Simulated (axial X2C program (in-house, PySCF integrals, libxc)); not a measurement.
# Potential curves of MoP⁻, 2c

All values were computed with an axial X2C code built on PySCF integrals. Two-component (2c) means X2C with spin–orbit coupling and atomic mean-field two-electron Coulomb and Gaunt terms. Basis: Mo dyall-acv3z [12s13p10d5f3g], P dyall-av3z [9s8p3d2f] (cores contracted in-house); Gaussian nuclei, density fitting, unrestricted open shells. Masses: Mo 97.905 u, P 30.974 u.

State: Ω = 1 (⟨Sz⟩ = 2.00, ⟨Lz⟩ = -1.00 at PBE0). Energies in eV from the fragments at the same level (Mo + P-). Fits are polynomials in 1 − R0/R over 0.85 to 1.23 times the lowest point R0.

```tsv
R (Å)	PBE0
1.8940	-1.9553
1.9811	-2.5699
2.0464	-2.8229
2.1117	-2.9466
2.1770	-2.9761
2.2532	-2.9276
2.3294	-2.8205
2.4274	-2.6316
2.5471	-2.3628
2.7212	-1.9597
```

Occupations by symmetry block were frozen at the best pattern of an incomplete PBE0 search. De is counted from the lowest determinant-based energies of the atoms at the same level, without counterpoise correction. Density functionals use the spin component along the axis (collinear). A 2c atom that is not at its ground J level misses part of its spin–orbit lowering, and De is too large by that part (0.04 eV or less for light atoms). This holds for PBE0. Other states lie close and PBE0, whose exact exchange favours high spin, may order them wrongly; the determinant shown need not be the ground state. The nearest other 2c determinant of the search, Ω = 3, lies 0.06 eV up at the distance of the search. The functionals have no current-density term, which raises determinants with orbital currents, atoms included. With several unpaired electrons one determinant need not be a pure state. Open-shell Ω = 0 determinants with evenly filled partner blocks cannot be reached by this program, so the Ω shown need not be the lowest component. The highest occupied level of some functionals is positive through self-interaction error; at Hartree–Fock it is bound. The determinant is spin-polarised beyond a pure state at some levels (its spin-free form has ⟨S²⟩ too high), which makes Re and μ there less reliable.

**Question.** Fit the PBE0 curve near its minimum: give the equilibrium distance, the harmonic wavenumber and the well depth.

**Answer.** At PBE0, 2c: Re = 2.169 Å, ωe ≈ 432 cm⁻¹, De = 2.98 eV to Mo + P-; Be follows as 0.152 cm⁻¹.
